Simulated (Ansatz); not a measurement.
Reaction (isomerisation): `N=CC([SiH3])Cl` → `C/C=N\[SiH2]Cl`

Program: Ansatz. Geometries: PBE0-D4/def2-TZVP. ΔE: electronic, gas phase. CCSD(T)/CBS adds triple-zeta CCSD(T) − MP2 to the extrapolated MP2 energy (def2 sets, frozen cores). DFT in def2-TZVPP. Each species was taken in one conformer, which may not be the lowest.

`N=CC([SiH3])Cl`:

```xyz
11

N    -2.056    0.923   -0.326
C    -0.889    0.710   -0.756
C     0.355    0.589    0.065
Si    0.778   -1.231    0.421
Cl    1.754    1.303   -0.797
H    -2.062    1.062    0.687
H    -0.753    0.552   -1.830
H     0.245    1.135    1.005
H    -0.330   -1.818    1.220
H     0.911   -1.942   -0.872
H     2.048   -1.282    1.184
```

`C/C=N\[SiH2]Cl`:

```xyz
11

C     0.255   -1.379    0.862
C     1.097   -0.281    0.305
N     0.731    0.728   -0.348
Si   -0.669    1.464   -0.965
Cl   -2.499    0.535   -0.632
H     0.407   -1.437    1.945
H     0.593   -2.337    0.453
H    -0.802   -1.241    0.647
H     2.174   -0.392    0.506
H    -0.773    2.800   -0.342
H    -0.514    1.540   -2.433
```

```
             level  ΔE (kJ/mol)  difference from CCSD(T)/CBS
            PBE-D4       -212.0                          6.0
         r2SCAN-D4       -224.7                         -6.7
           ωB97X-V       -218.1                         -0.1
            B2PLYP       -224.3                         -6.3
    MP2/def2-TZVPP       -221.2                         -3.2
   CCSD/def2-TZVPP       -217.1                          0.9
SCS-MP2/def2-QZVPP       -221.7                         -3.7
      HF/CBS(def2)       -239.2                        -21.2
     MP2/CBS(def2)       -225.9                         -7.9
    CCSD/CBS(def2)       -221.8                         -3.8
       CCSD(T)/CBS       -218.0                            0
```

Largest T1 diagnostic among the species: 0.012.

From PBE to PBE0 (25 % exact exchange), in def2-TZVPP and without D4, ΔE moves by −6.7 kJ/mol. In def2-TZVPP, CCSD(T) changes the Hartree–Fock value by +24.6 kJ/mol (the triples alone add +3.8 kJ/mol) and MP2 by +16.8 kJ/mol.

CCSD(T)/CBS has its own doubt, a few kJ/mol and more with outer-core shells, so smaller differences from it don't rank the levels.
